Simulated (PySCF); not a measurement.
H4Pb, SMILES [PbH4].

Geometry: PBE0-D3(BJ)/def2-TZVPD. The def2 effective core potentials stand for the cores of Pb; spin–orbit coupling is left out.

All values below come from TDA-PBE/def2-TZVPD run with PySCF 2.14.0.

Vertical excitations; the highest root listed may be one member of a degenerate set.  State labels are in the subgroup D2.

Q: Give excitation energies, oscillator strengths and character. (Estimate from the structure and the level; the computed values follow.)

A: 
```csv
state,symmetry,energy (eV),λ (nm),f,main pairs
S1,B3,6.72,184,0.113,HOMO→LUMO (degenerate set)
S2,B2,6.72,184,0.113,HOMO−1→LUMO (degenerate set)
S3,B1,6.72,184,0.113,HOMO−2→LUMO (degenerate set)
S4,B1,7.71,161,0.000,"HOMO→LUMO+2, HOMO−1→LUMO+3 (degenerate set)"
S5,B2,7.71,161,0.000,"HOMO−2→LUMO+3, HOMO→LUMO+1 (degenerate set)"
S6,B3,7.71,161,0.000,"HOMO−2→LUMO+2, HOMO−1→LUMO+1 (degenerate set)"
S7,A,7.89,157,0.000,"HOMO→LUMO+3, HOMO−1→LUMO+2 (degenerate set)"
S8,A,7.89,157,0.000,"HOMO−2→LUMO+1, HOMO−1→LUMO+2 (degenerate set)"
S9,A,8.14,152,0.000,"HOMO−2→LUMO+1 32 %, HOMO−1→LUMO+2 32 %, HOMO→LUMO+3 32 %"
S10,B3,8.34,149,0.330,"HOMO−1→LUMO+1 28 %, HOMO−2→LUMO+2 28 %, HOMO→LUMO+4 28 %, HOMO→LUMO+6 10 %"
T1,B1,5.71,217,0,HOMO−2→LUMO (degenerate set)
T2,B2,5.71,217,0,HOMO−1→LUMO (degenerate set)
T3,B3,5.71,217,0,HOMO→LUMO (degenerate set)
T4,A,7.02,177,0,"HOMO→LUMO+3 33 %, HOMO−2→LUMO+1 33 %, HOMO−1→LUMO+2 33 %"
```
Triplets are in the Tamm–Dancoff approximation.
